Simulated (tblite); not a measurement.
Species: C3H9ClSSi2.
Structure used (GFN2-xTB), in Å, numbered top down from 1:
```xyz
16
C3H9ClSSi2 angstrom
C     -2.084   -1.555   -0.678
C     -1.449   -0.548   -0.092
C     -2.190    0.611    0.500
Si     0.437   -0.556    0.006
Cl     1.083   -2.057    1.202
S      1.038    1.358    0.789
Si     3.173    1.197    0.970
H     -1.560   -2.394   -1.105
H     -3.160   -1.585   -0.751
H     -2.019    0.654    1.575
H     -3.258    0.528    0.314
H     -1.821    1.544    0.081
H      1.076   -0.736   -1.293
H      3.548    2.531    1.401
H      3.701    0.852   -0.344
H      3.479    0.164    1.949
```

Calculated harmonic vibrations of the isolated species, GFN2-xTB (tblite), most abundant isotopes, no scaling. Errors from tens to a few hundred cm⁻¹ against measured bands are possible. Modes of hydrogen on silicon can be 10 to 20 % off. One conformer, not necessarily the lowest. The optimisation stopped once no atom felt more than 0.01 eV/Å.

Lowest wavenumbers of the output (negative numbers stand for imaginary wavenumbers):
```
mode    cm-1
  1     -23.9
  2      28.3
  3      76.3
  4      84.5
  5     104.1
  6     129.2
  7     150.0
  8     159.5
  9     279.7
 10     355.3
```

Problem. Is this structure a minimum?

Solution. Not by this Hessian. 1 mode is imaginary beyond 20i (24i cm⁻¹), so at this level the point lies at or near a first-order saddle. The curvature is small, so loose convergence or finite differences may be the whole cause.

Problem. Which atoms move in the imaginary mode?

Solution. 24i: C3 (allylic carbon) 29 %, C1 (terminal =CH2 carbon) 28 %. These are shares of the mass-weighted motion.

Problem. What is the remedy?

Solution. Step along that mode in both directions, optimise again with tighter thresholds and repeat the frequencies. The zero-point energy of this point (66.4 kcal/mol) counts the 41 real modes alone, and thermal corrections from it aren't those of a minimum.

Hardware: Arm Neoverse V2, one thread, no GPU, shared host with 96 logical CPUs at a one-minute load of 63. Cost: 0.73 s of wall time. This covers the Hessian and the dipole derivatives.
